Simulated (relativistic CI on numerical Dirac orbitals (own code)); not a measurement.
Energy levels of Ti II

Method of calculation: Dirac-Coulomb-Breit CI, orbitals from a KLI potential per configuration, model QED (radiative potential, 1s self-energy scaled to tabulated hydrogen-like ionisation energies), valence Slater integrals scaled by 0.85, P86 correlation estimate, and configurations built on the next ion tied to the tabulated ionisation energy (semi-empirical) (own radial code, finite nucleus).

Configurations in the expansion (outside the closed core [Ar]): 3d2.4s, 3d3, 3d.4s2, 3d2.4p, 3d2.4d, 3d2.5s, 3d2.4f, 3d.4s.4p, 4s.4p2, 3d.4p2, 3d2.5p, 3d.4s.5p, 3d2.6s, 3d2.5d, 4s2.4p, 3d2.6p, 3d2.5f, 3d2.5g, 3d2.6d, 3d.4s.6s, 3d.4s.5d, 3d2.6f, 3d.4s.6p, 3d.4s.5s. Levels of other configurations are missing.

```tsv
No.	Configuration	Term	J	E (eV)	%	Landé g	Lifetime (s)	jj configuration (%)
41	3d2.4p	4F°	7/2	3.9947	99	1.238	3.43e-09	3d3/2 3d5/2 4p3/2 (60)
42	3d2.4p	4F°	9/2	4.0154	99	1.333	3.41e-09	3d5/2^2 4p3/2 (52)
43	3d2.4p	2F°	5/2	4.0512	92	0.875	5.55e-09	3d3/2 3d5/2 4p3/2 (40)
44	3d2.4p	2F°	7/2	4.0834	96	1.148	5.48e-09	3d5/2^2 4p3/2 (35)
45	3d2.4p	2D°	3/2	4.1005	91	0.811	5.69e-09	3d3/2 3d5/2 4p3/2 (31)
46	3d2.4p	2D°	5/2	4.1308	81	1.197	5.47e-09	3d5/2^2 4p3/2 (37)
47	3d2.4p	4D°	1/2	4.1661	97	-0.002	3.42e-09	3d3/2^2 4p3/2 (67)
48	3d2.4p	4D°	3/2	4.1749	93	1.183	3.49e-09	3d3/2 3d5/2 4p3/2 (70)
49	3d2.4p	4D°	5/2	4.1870	87	1.354	3.58e-09	3d3/2 3d5/2 4p3/2 (44)
50	3d2.4p	4D°	7/2	4.1941	96	1.424	3.46e-09	3d5/2^2 4p3/2 (38)
51	3d2.4s	2S	1/2	4.2858	99	2.002		3d5/2^2 4s (60)
52	3d2.4p	2G°	7/2	4.5143	99	0.889	3.79e-09	3d3/2 3d5/2 4p3/2 (42)
53	3d2.4p	2G°	9/2	4.5380	99	1.111	3.81e-09	3d5/2^2 4p3/2 (35)
54	3d3	2D	5/2	4.6506	86	1.200		3d3/2^2 3d5/2 (50)
55	3d3	2D	3/2	4.6515	87	0.799		3d3/2 3d5/2^2 (76)
56	3d2.4p	2S°	1/2	4.9004	99	1.999	4.57e-09	3d3/2 3d5/2 4p3/2 (40)
57	3d2.4p	2D°	3/2	5.0783	77	0.862	5.90e-09	3d3/2^2 4p1/2 (30)
58	3d2.4p	2D°	5/2	5.0988	85	1.199	6.44e-09	3d5/2^2 4p3/2 (36)
59	3d2.4p	2P°	3/2	5.1378	84	1.292	3.31e-09	3d5/2^2 4p3/2 (28)
60	3d2.4p	2P°	1/2	5.1488	97	0.671	3.14e-09	3d5/2^2 4p3/2 (48)
61	3d2.4p	2F°	5/2	5.2164	93	0.882	3.09e-09	3d3/2 3d5/2 4p1/2 (28)
62	3d2.4p	4D°	1/2	5.2226	97	-0.001	3.65e-09	3d3/2^2 4p1/2 (34)
63	3d2.4p	4S°	3/2	5.2251	97	1.983	2.95e-09	3d3/2 3d5/2 4p3/2 (35)
64	3d2.4p	2F°	7/2	5.2311	83	1.187	3.09e-09	3d3/2 3d5/2 4p3/2 (47)
65	3d2.4p	4D°	3/2	5.2326	97	1.199	3.64e-09	3d3/2 3d5/2 4p1/2 (60)
66	3d2.4p	4D°	5/2	5.2499	93	1.350	3.58e-09	3d3/2 3d5/2 4p3/2 (55)
67	3d2.4p	4D°	7/2	5.2757	82	1.385	3.47e-09	3d5/2^2 4p3/2 (73)
68	3d2.4p	4P°	1/2	5.4084	94	2.667	4.43e-09	3d3/2 3d5/2 4p1/2 (44)
69	3d2.4p	4P°	3/2	5.4156	94	1.734	4.42e-09	3d3/2 3d5/2 4p3/2 (26)
70	3d2.4p	4P°	5/2	5.4295	93	1.600	4.42e-09	3d3/2 3d5/2 4p3/2 (49)
71	3d2.4p	2G°	7/2	5.6260	99	0.889	3.05e-09	3d3/2 3d5/2 4p3/2 (41)
72	3d2.4p	2G°	9/2	5.6303	99	1.111	3.05e-09	3d3/2 3d5/2 4p3/2 (62)
73	3d2.4p	2D°	3/2	5.8200	88	0.811	4.59e-09	3d3/2 3d5/2 4p3/2 (38)
74	3d2.4p	2D°	5/2	5.8206	90	1.200	4.58e-09	3d3/2 3d5/2 4p3/2 (40)
75	3d2.4p	2H°	9/2	5.8852	100	0.909	3.72e-09	3d3/2 3d5/2 4p1/2 (55)
76	3d2.4p	2P°	1/2	5.8872	93	0.666	4.73e-09	3d3/2 3d5/2 4p3/2 (58)
77	3d2.4p	2P°	3/2	5.8939	91	1.323	4.81e-09	3d3/2 3d5/2 4p3/2 (30)
78	3d2.4p	2H°	11/2	5.9092	100	1.091	3.65e-09	3d3/2 3d5/2 4p3/2 (79)
79	3d2.4p	2F°	7/2	6.0134	89	1.143	5.29e-09	3d3/2 3d5/2 4p1/2 (37)
80	3d2.4p	2F°	5/2	6.0292	89	0.857	5.28e-09	3d3/2 3d5/2 4p3/2 (68)
81	3d.4s.4p‡	4F°	3/2	6.2326	97	0.410	5.45e-09	3d3/2 4s 4p1/2 (78)
82	3d.4s.4p‡	4F°	5/2	6.2512	96	1.038	5.30e-09	3d3/2 4s 4p1/2 (37)
83	3d.4s.4p‡	4D°	1/2	6.2747	94	-0.002	1.76e-09	3d3/2 4s 4p1/2 (49)
84	3d.4s.4p‡	4F°	7/2	6.2781	96	1.244	5.27e-09	3d5/2 4s 4p1/2 (41)
85	3d.4s.4p‡	4D°	3/2	6.2846	93	1.190	1.77e-09	3d3/2 4s 4p3/2 (48)
```

Energies count from the lowest computed level; ° marks odd parity; lifetimes are radiative, by E1, M1, E2 decay to levels of this space only; some are left blank where a channel outside the calculation adds to the decay or the decay crosses a small, uncertain gap. Filled j subshells are mostly left out of the jj labels. ‡ marks configurations that were not tied to measured data.

The mean weight of the leading LS term, summed over parents, in these 45 levels is 93 %, and that of the leading jj configuration (from the same eigenvectors) 47 %, so LS coupling describes them better.

Configurations that consist of the next ion and one excited electron were tied to the tabulated ionisation energy; Rydberg ones are usually within 1,000 to 3,000 cm⁻¹ and the lowest ones within about 6,000 (9,000 in d shells), while levels on excited terms of the next ion carry the error of that term, and the other configurations can be misplaced by 10,000 cm⁻¹ or more. Rates follow the energies as ν³ (E1, M1) or ν⁵ (E2), so rates, branching and lifetimes can be off by large factors. The fine structure of a lone outer electron comes out too small, for d and f at times inverted, and misplaced configurations move strength between like terms. 48 of the 52 excited levels that our extract of the measured tables holds in this range could be paired (the sources list more); they are missed by 2048 cm⁻¹ on average and 5357 at most, and levels without a partner can miss by more.

LS names give the leading component of a level, which can be under half, so a name can repeat, a term be missing and a line seem to break the LS rules.
